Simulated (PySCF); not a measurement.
Correlation energy of Al⁺ (aluminium, charge +1)

[Ne] 3s2, closed-shell 1S. All numbers are calculated (PySCF 2.14, scalar relativity by spin-free X2C-1e, in x2c-QZVPPall with one added diffuse shell each of s, p, d, f type (10s7p5d3f1g, 86 functions)). Frozen: 1s2; 10 electrons correlated.

MP2 pair energies summed by pair of shells (mhartree):

```
 pair   energy  share (%)
2p-2p  -110.99       55.8
2s-2p   -32.65       16.4
3s-3s   -29.39       14.8
2p-3s   -18.83        9.5
2s-2s    -5.43        2.7
2s-3s    -1.74        0.9
```

Total MP2 correlation energy: -199.03 mhartree.

Same-spin part -50.43 and opposite-spin part -148.61 mhartree; SCS-MP2 scales them by 1/3 and 6/5 to -195.14 mhartree.

MP2 falls well short for the outer s pair, which is nearly degenerate with np².

This basis was not built for core-valence correlation, so the inner-shell part is incomplete.
